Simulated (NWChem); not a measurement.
Everything below was run with NWChem. System: F$_{2}$Ge, charge 0, spin multiplicity 1, at a geometry optimised with PBE0/def2-SVP. The structure started from a generated list of species. Level: PBE/def2-TZVP.

Part of the output:

```
             Northwest Computational Chemistry Package (NWChem) 7.3.0
             --------------------------------------------------------

                                NWChem Input Module
                                -------------------

 Scaling coordinates for geometry "geometry" by  1.889725989
 (inverse scale =  0.529177249)

 Turning off AUTOSYM since
 SYMMETRY directive was detected!

                             Geometry "geometry" -> ""
                             -------------------------

 Output coordinates in angstroms (scale by  1.889725989 to convert to a.u.)

  No.       Tag          Charge          X              Y              Z
 ---- ---------------- ---------- -------------- -------------- --------------
    1 Ge                  32.0000     0.00000000     0.00000000    -0.41596400
    2 F                    9.0000     1.31051700     0.00000000     0.73949100
    3 F                    9.0000    -1.31051700     0.00000000     0.73949100

 Effective nuclear repulsion energy (a.u.)     190.8126954100

            Nuclear Dipole moment (a.u.)
            ----------------------------
        X                 Y               Z
 ---------------- ---------------- ----------------
     0.0000000000     0.0000000000    -0.0000188973

      Symmetry information
      --------------------

 Group name             C2v
 Group number             16
 Group order               4
 No. of unique centers     2

      Symmetry unique atoms

     1    2


 Summary of "ao basis" -> "" (spherical)
 ------------------------------------------------------------------------------
       Tag                 Description            Shells   Functions and Types
 ---------------- ------------------------------  ------  ---------------------
 *                         def2-tzvp                  on all atoms

  pbe96 is a nonlocal functional; adding pw91lda local functional.

                                 NWChem DFT Module
                                 -----------------

 Summary of "ao basis" -> "ao basis" (spherical)
 ------------------------------------------------------------------------------
       Tag                 Description            Shells   Functions and Types
 ---------------- ------------------------------  ------  ---------------------
 Ge                        def2-tzvp                16       48   6s5p4d1f
 F                         def2-tzvp                11       31   5s3p2d1f

 Summary of "ao basis" -> "ao basis" (spherical)
 ------------------------------------------------------------------------------
       Tag                 Description            Shells   Functions and Types
 ---------------- ------------------------------  ------  ---------------------
 Ge                        def2-tzvp                16       48   6s5p4d1f
 F                         def2-tzvp                11       31   5s3p2d1f

      Symmetry analysis of basis
      --------------------------

        a1         42
        a2         15
        b1         32
        b2         21

            General Information
            -------------------
          SCF calculation type: DFT
          Wavefunction type:  closed shell.
          No. of atoms     :     3
          No. of electrons :    50
           Alpha electrons :    25
            Beta electrons :    25
          Charge           :     0
          Spin multiplicity:     1
          Use of symmetry is: on ; symmetry adaption is: on
          Maximum number of iterations: 100
          AO basis - number of functions:   110
                     number of shells:    38
          Convergence on energy requested:  1.00D-06
          Convergence on density requested:  1.00D-05
          Convergence on gradient requested:  5.00D-04

              XC Information
              --------------
          PerdewBurkeErnzerhof Exchange Functional  1.000
            Perdew 1991 LDA Correlation Functional  1.000 local
           PerdewBurkeErnz. Correlation Functional  1.000 non-local

             Grid Information
             ----------------
          Grid used for XC integration:  medium
          Radial quadrature: Mura-Knowles
          Angular quadrature: Lebedev.
          Tag              B.-S. Rad. Rad. Pts. Rad. Cut. Ang. Pts.
[...]
    16 b2         17 a1         18 b1         19 a1         20 b1
    21 a1         22 b2         23 a2         24 b1         25 a1
    26 b2         27 b1         28 a1         29 b2         30 a1
    31 a2         32 a1         33 b1         34 a1         35 b2

------------------------------------------------------------
EAF file 0: "./mol.aoints.0" size=524288 bytes
------------------------------------------------------------
               write      read    awrite     aread      wait
               -----      ----    ------     -----      ----
     calls:        1         0         0         0         0
   data(b): 5.24e+05  0.00e+00  0.00e+00  0.00e+00
   time(s): 0.00e+00  0.00e+00  0.00e+00  0.00e+00  0.00e+00
rate(mb/s): 0.00e+00  0.00e+00
------------------------------------------------------------

   convergence    iter        energy       DeltaE   RMS-Dens  Diis-err    time
 ---------------- ----- ----------------- --------- --------- ---------  ------
 d= 0,ls=0.0,diis     1  -2276.2193772681 -2.47D+03  1.70D-02  1.68D+00     4.2
 d= 0,ls=0.0,diis     2  -2275.2093943614  1.01D+00  1.18D-02  1.24D+01     4.3
 d= 0,ls=0.0,diis     3  -2276.3614994912 -1.15D+00  1.06D-03  9.75D-02     4.6
 d= 0,ls=0.0,diis     4  -2276.3641536522 -2.65D-03  4.78D-04  4.26D-02     4.9
 d= 0,ls=0.0,diis     5  -2276.3654094727 -1.26D-03  1.68D-04  6.90D-04     5.1
  Resetting Diis
 d= 0,ls=0.0,diis     6  -2276.3654550945 -4.56D-05  1.55D-05  5.90D-06     5.4
 d= 0,ls=0.0,diis     7  -2276.3654554743 -3.80D-07  1.35D-05  7.84D-07     5.7
 d= 0,ls=0.0,diis     8  -2276.3654550868  3.88D-07  7.10D-06  5.68D-06     5.9

         Total DFT energy =    -2276.365455086756
      One electron energy =    -3553.641732753938
           Coulomb energy =     1185.942404770097
    Exchange-Corr. energy =      -99.478822512909
 Nuclear repulsion energy =      190.812695409994

 Numeric. integr. density =       49.999992840122

     Total iterative time =      4.3s

                  Occupations of the irreducible representations
                  ----------------------------------------------

                     irrep           alpha         beta
                     --------     --------     --------
                     a1               12.0         12.0
                     a2                2.0          2.0
                     b1                7.0          7.0
                     b2                4.0          4.0

                       DFT Final Molecular Orbital Analysis
                       ------------------------------------

 Vector   23  Occ=2.000000D+00  E=-3.498892D-01  Symmetry=a2
              MO Center=  8.4D-16, -4.7D-15,  7.1D-01, r^2= 2.2D+00
   Bfn.  Coefficient  Atom+Function         Bfn.  Coefficient  Atom+Function
  ----- ------------  ---------------      ----- ------------  ---------------
    55      0.354952  2 F  py                86     -0.354952  3 F  py
    58      0.283997  2 F  py                89     -0.283997  3 F  py
    61      0.197828  2 F  py                92     -0.197828  3 F  py
    22     -0.060312  1 Ge d -2              37      0.039183  1 Ge d -2
    32      0.028759  1 Ge d -2              43      0.026631  1 Ge f -2

 Vector   24  Occ=2.000000D+00  E=-3.352313D-01  Symmetry=b1
              MO Center=  1.3D-13,  5.4D-15,  7.0D-01, r^2= 2.3D+00
   Bfn.  Coefficient  Atom+Function         Bfn.  Coefficient  Atom+Function
  ----- ------------  ---------------      ----- ------------  ---------------
    54      0.310198  2 F  px                85      0.310198  3 F  px
    57      0.246465  2 F  px                88      0.246465  3 F  px
    56     -0.187516  2 F  pz                87      0.187516  3 F  pz
    60      0.171857  2 F  px                91      0.171857  3 F  px
    59     -0.152614  2 F  pz                90      0.152614  3 F  pz

 Vector   25  Occ=2.000000D+00  E=-2.809589D-01  Symmetry=a1
              MO Center=  2.4D-14, -5.3D-15, -3.3D-01, r^2= 2.5D+00
   Bfn.  Coefficient  Atom+Function         Bfn.  Coefficient  Atom+Function
  ----- ------------  ---------------      ----- ------------  ---------------
     6      0.526167  1 Ge s                  5      0.405896  1 Ge s
    18     -0.259560  1 Ge pz                56      0.231942  2 F  pz
    87      0.231942  3 F  pz                 4     -0.195802  1 Ge s
    59      0.182866  2 F  pz                90      0.182866  3 F  pz
     3     -0.157467  1 Ge s                 62      0.144018  2 F  pz

 Vector   26  Occ=0.000000D+00  E=-1.232198D-01  Symmetry=b2
              MO Center=  4.4D-15,  8.6D-15, -4.5D-01, r^2= 2.6D+00
   Bfn.  Coefficient  Atom+Function         Bfn.  Coefficient  Atom+Function
  ----- ------------  ---------------      ----- ------------  ---------------
    20      0.610183  1 Ge py                17      0.525955  1 Ge py
    11     -0.221630  1 Ge py                55     -0.152799  2 F  py
    86     -0.152799  3 F  py                61     -0.125764  2 F  py
    92     -0.125764  3 F  py                58     -0.116971  2 F  py
    89     -0.116971  3 F  py                 8      0.084602  1 Ge py

 Vector   27  Occ=0.000000D+00  E=-2.813123D-02  Symmetry=b1
              MO Center=  2.0D-14,  2.9D-16, -7.1D-01, r^2= 3.3D+00
   Bfn.  Coefficient  Atom+Function         Bfn.  Coefficient  Atom+Function
  ----- ------------  ---------------      ----- ------------  ---------------
    19      0.888350  1 Ge px                16      0.412487  1 Ge px
    53     -0.245328  2 F  s                 84      0.245328  3 F  s
    10     -0.172977  1 Ge px                62      0.154043  2 F  pz
    93     -0.154043  3 F  pz                40      0.143095  1 Ge d  1
    56      0.143649  2 F  pz                87     -0.143649  3 F  pz

 Vector   28  Occ=0.000000D+00  E=-1.152093D-03  Symmetry=a1
              MO Center=  4.5D-14, -2.6D-15, -3.2D-01, r^2= 3.6D+00
   Bfn.  Coefficient  Atom+Function         Bfn.  Coefficient  Atom+Function
  ----- ------------  ---------------      ----- ------------  ---------------
    21      0.928006  1 Ge pz                 6      0.524228  1 Ge s
    18      0.356406  1 Ge pz                53     -0.346831  2 F  s
    84     -0.346831  3 F  s                  5      0.241599  1 Ge s
    60      0.194058  2 F  px                91     -0.194058  3 F  px
    39     -0.152462  1 Ge d  0              54      0.149665  2 F  px

 center of mass
 --------------
 x =   0.00000000 y =   0.00000000 z =  -0.04475416

 moments of inertia (a.u.)
 ------------------
         119.652349524454           0.000000000000           0.000000000000
           0.000000000000         352.692103117600           0.000000000000
           0.000000000000           0.000000000000         233.039753593146

     Multipole analysis of the density
     ---------------------------------

     L   x y z        total         alpha         beta         nuclear
     -   - - -        -----         -----         ----         -------
     0   0 0 0      0.000000    -25.000000    -25.000000     50.000000

     1   1 0 0      0.000000      0.000000      0.000000      0.000000
     1   0 1 0     -0.000000     -0.000000     -0.000000      0.000000
     1   0 0 1     -0.909283     -0.454632     -0.454632     -0.000019

     2   2 0 0    -22.342760    -66.369654    -66.369654    110.396548
     2   1 1 0     -0.000000     -0.000000     -0.000000      0.000000
     2   1 0 1     -0.000000     -0.000000     -0.000000      0.000000
     2   0 2 0    -17.571134     -8.785567     -8.785567      0.000000
     2   0 1 1     -0.000000     -0.000000     -0.000000      0.000000
     2   0 0 2    -20.562380    -37.742815    -37.742815     54.923249

 Task  times  cpu:        5.9s     wall:        5.9s

 Total times  cpu:        6.0s     wall:        6.0s
```

### Question
Write an NWChem input that would produce this output.

### Answer
One answer among several that fit: 
```
start mol
memory heap 200 mb stack 900 mb global 1100 mb
geometry units angstroms nocenter noautoz
  Ge     0.000000     0.000000    -0.415964
  F      1.310517     0.000000     0.739491
  F     -1.310517     0.000000     0.739491
  symmetry group C2v
end
basis spherical
  * library def2-tzvp
end
dft
  xc xpbe96 cpbe96
  semidirect memsize 60000000 filesize 0
  iterations 100
end
task dft energy
```
